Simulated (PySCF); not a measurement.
## In⁻ (indium, charge -1) across methods

[Kr] 4d10 5s2 5p2, high-spin 3P determinant. All numbers are calculated (PySCF 2.14, scalar relativity by spin-free X2C-1e, in aug-cc-pwCVTZ-DK3 with one added diffuse shell each of s, p, d, f type (11s10p8d5f1g, 125 functions)).

| method | E (hartree) | mean ε 5s α (eV) | mean ε 5s β (eV) | mean ε 5p α (eV) | Σ⟨r²⟩ (bohr²) | ⟨S²⟩ |
| --- | --- | --- | --- | --- | --- | --- |
| r2SCANh | -5880.75 | -4.515 | -3.539 | 0.819 | 126.6 | 2.005 |
| LDA | -5874.92 | -4.395 | -3.799 | 0.861 | 161.3 | 2.001 |
| PBE0 | -5880.42 | -4.873 | -3.865 | 0.638 | 125.9 | 2.003 |
| PBE | -5880.35 | -4.227 | -3.551 | 0.869 | 170.8 | 2.002 |
| UHF | -5878.04202 | -7.057 | -4.943 | -0.574 | 105.4 | 2.015 |
| r2SCAN | -5880.76 | -4.251 | -3.374 | 0.913 | 142.1 | 2.005 |

The highest occupied level is positive at r2SCANh, LDA, PBE0, PBE, r2SCAN: only the finite basis holds that electron, which in a density functional comes from self-interaction.
